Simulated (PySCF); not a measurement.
PySCF 2.14 output of a UHF calculation on a single atom or ion in def2-QZVPPD with the def2 core potential (28 electrons) (7s5p4d4f2g, 88 functions), with scalar relativity through the core potential:

```
SCF conv_tol = 1e-09
number electrons alpha = 9  beta = 7
cycle= 1 E= -109.514279980652  delta_E= -0.00852  |g|= 0.0384  |ddm|= 0.0334
cycle= 2 E= -109.514649186923  delta_E= -0.000369  |g|= 0.00902  |ddm|= 0.00759
cycle= 3 E= -109.514676169123  delta_E= -2.7e-05  |g|= 0.00164  |ddm|= 0.00345
cycle= 4 E= -109.514677634004  delta_E= -1.46e-06  |g|= 0.000721  |ddm|= 0.000968
cycle= 5 E= -109.514678132892  delta_E= -4.99e-07  |g|= 9.55e-05  |ddm|= 0.000775
cycle= 6 E= -109.514678141277  delta_E= -8.39e-09  |g|= 1.4e-05  |ddm|= 0.000108
cycle= 7 E= -109.514678141472  delta_E= -1.95e-10  |g|= 1.1e-06  |ddm|= 1.5e-05
converged SCF energy = -109.514678141472  <S^2> = 2.0047283  2S+1 = 3.0031505
```

The run itself started from symmetry-adapted Hartree-Fock orbitals and held the occupation by maximum overlap, so the iterations belong to that start.

Task: Which element, charge and spin multiplicity is this?

Result: Rh⁺ (rhodium, charge +1), multiplicity 3; the state was [Kr] 4d8, high-spin 3F determinant.

Energies and moments cover only the electrons outside the core potential.
